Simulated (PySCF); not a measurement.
Geometry:
```
atom   x (Å)   y (Å)   z (Å)
  C1   2.521   1.536   0.037
  C2   2.111   0.076  -0.043
  O3   0.715   0.003  -0.228
  C4   0.219  -1.309  -0.329
  C5  -1.264  -1.221  -0.313
  C6  -2.252  -2.156  -0.688
  N7  -3.445  -1.659  -0.504
  O8  -3.284  -0.407  -0.016
  C9  -1.981  -0.129   0.106
Si10  -1.381   1.528   0.751
 H11   2.258   2.046  -0.886
 H12   2.001   2.020   0.858
 H13   3.593   1.611   0.194
 H14   2.622  -0.419  -0.884
 H15   2.393  -0.453   0.882
 H16   0.574  -1.920   0.522
 H17   0.576  -1.791  -1.254
 H18  -2.131  -3.148  -1.074
 H19  -0.749   2.282  -0.325
 H20  -2.592   2.225   1.198
 H21  -0.514   1.301   1.906
```

[PySCF: NMR shieldings at PBE0/pcSseg-1/GIAO; GFN2-xTB structure; averaged over atoms made equivalent by symmetry, fast rotation or ring inversion; isolated molecule; single conformer; relativity neglected]

Predict the 2D correlation tables (HSQC, COSY, HMBC).

## Answers



HSQC (one-bond C–H):
| δH | δC |
| --- | --- |
| 8.14 (H18) | 149.0 (C6) |
| 4.80 (H16/H17) | 69.8 (C4) |
| 3.86 (H14/H15) | 71.6 (C2) |
| 1.52 (H11/H12/H13) | 17.8 (C1) |

COSY cross peaks (H two or three bonds apart, from the bond graph; peaks can be absent where the dihedral angle is near 90°):
| δH | δH |
| --- | --- |
| 3.86 (H14/H15) | 1.52 (H11/H12/H13) |

HMBC (two and three bonds, from the bond graph):
| δH | δC |
| --- | --- |
| 8.14 (H18) | 172.3 (C9), 135.4 (C5), 69.8 (C4) |
| 4.80 (H16/H17) | 172.3 (C9), 149.0 (C6), 135.4 (C5), 71.6 (C2) |
| 4.54 (H19/H20/H21) | 172.3 (C9), 135.4 (C5) |
| 3.86 (H14/H15) | 69.8 (C4), 17.8 (C1) |
| 1.52 (H11/H12/H13) | 71.6 (C2) |

References, each an isolated molecule treated in the same way: TMS for ¹H (31.72 ppm) and ¹³C (186.93 ppm).

Short H···H contacts in this conformer between protons four or more bonds apart (candidates for NOE cross peaks, intensity ∝ r⁻⁶): H15···H16 2.36 Å.

Shifts are as computed. Against solution values, carbons near 30 ppm lie about +3 ppm off and those near 130 ppm about +5 ppm. Of 1211 compounds with measured shifts, 218 miss one by over three times the rms of a fit or turn the order of signals round; such compounds aren't used in these exercises.
